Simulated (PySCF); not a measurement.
Isomers of C5H11NO2Si, one GFN2-xTB conformer each. Single-point energies are computed at PBE0/pcSseg-1 (PySCF, gas phase, no added dispersion term), electronic only.

Question: Rank them by PBE0/pcSseg-1 energy, lowest first (kJ/mol).
A. `[CH2:1]=[C:2](/[CH:3]=[N:4]\[CH3:5])[O:6][SiH2:7][O:8][CH3:9]` with C1–C2–C3–N4 41°, C1–C2–O6–Si7 -163°, C2–O6–Si7–O8 -62°, O6–Si7–O8–C9 -176°
B. `[CH3:1][O:2]/[C:3](=[CH:4]\[SiH3:5])[CH2:6][C:7]([NH2:8])=[O:9]` with C1–O2–C3–C4 175°, O2–C3–C6–C7 -74°, C3–C6–C7–N8 -53°, C6–C7–N8–H 8° and 177°
C. `[CH2:1]=[C:2]([O:3][CH3:4])[SiH2:5]/[N:6]=[CH:7]\[CH2:8][OH:9]` with C1–C2–O3–C4 2°, C1–C2–Si5–N6 -9°, C2–Si5–N6–C7 79°, N6–C7–C8–O9 -9°, C7–C8–O9–H -64°
D. `[H]/[N:5]=[CH:4]\[C:3](=[CH:2]\[CH3:1])[O:6][SiH2:7][O:8][CH3:9]` with C2–C3–C4–N5 176°, C2–C3–O6–Si7 -105°, C3–O6–Si7–O8 -90°, O6–Si7–O8–C9 -172°
E. `[CH2:1]=[C:2]([SiH2:3][NH2:4])[C:5](=[O:6])[CH2:7][O:8][CH3:9]` with C1–C2–Si3–N4 72°, C2–Si3–N4–H -99° and 40°, C1–C2–C5–O6 37°, C2–C5–C7–O8 19°, C5–C7–O8–C9 -170°
F. `[H]/[N:4]=[CH:3]/[C:2](=[CH2:1])[O:5][Si@@H:6]([CH3:7])[O:8][CH3:9]` with C1–C2–C3–N4 -179°, C1–C2–O5–Si6 -175°, C2–O5–Si6–C7 66°, O5–Si6–O8–C9 53°
G. `[CH2:1]1[CH2:2][C@@H:3]([SiH:4]2[O:5][CH2:6][CH2:7][O:8]2)[NH:9]1` with C2–C3–Si4–O5 100°, N9–C1–C2–C3 -17°, C1–C2–C3–Si4 -101°, C3–Si4–O5–C6 138°, Si4–O5–C6–C7 -23°

Answer: F (0.0), D (53.0), G (55.7), A (111.7), B (141.4), E (159.1), C (248.5).

As drawn, the lowest has an N–H bond and an Si–O bond, which the highest lacks; the highest has an O–H bond, which the lowest lacks. Neighbours under 10 kJ/mol apart ([H]/N=C\C(=C\C)O[SiH2]OC and C1C[C@@H]([SiH]2OCCO2)N1) can change places with a better method, another conformer or zero-point energy. GFN2-xTB itself gives, in the same order: 71.5, 18.8, 0.0, 25.0, 212.5, 266.0, 284.8. GFN2-xTB puts C1C[C@@H]([SiH]2OCCO2)N1 lowest instead; measured from each level's own lowest isomer, the values differ by up to 106.9 kJ/mol (C=C([SiH2]N)C(=O)COC: 266.0 against 159.1).

Which frontier levels, dipoles and rotational constants go with these structures?

```tsv
SMILES	HOMO (eV, PBE0/pcSseg-1)	LUMO (eV)	dipole (D)	A, B, C (MHz)
[H]/N=C/C(=C)O[Si@@H](C)OC	-6.94	-1.42	3.01	2055, 1019, 764.4
[H]/N=C\C(=C\C)O[SiH2]OC	-6.92	-0.85	3.26	2231, 871.6, 645.8
C1C[C@@H]([SiH]2OCCO2)N1	-6.20	0.61	1.49	3386, 905.1, 827.7
C=C(/C=N\C)O[SiH2]OC	-6.87	-0.98	1.50	2416, 754.4, 623.5
CO/C(=C\[SiH3])CC(N)=O	-6.76	-0.35	0.94	2305, 813.1, 678.4
C=C([SiH2]N)C(=O)COC	-7.00	-1.55	3.14	1566, 1317, 807.8
C=C(OC)[SiH2]/N=C\CO	-6.74	-0.80	2.68	2561, 798.0, 722.3
```
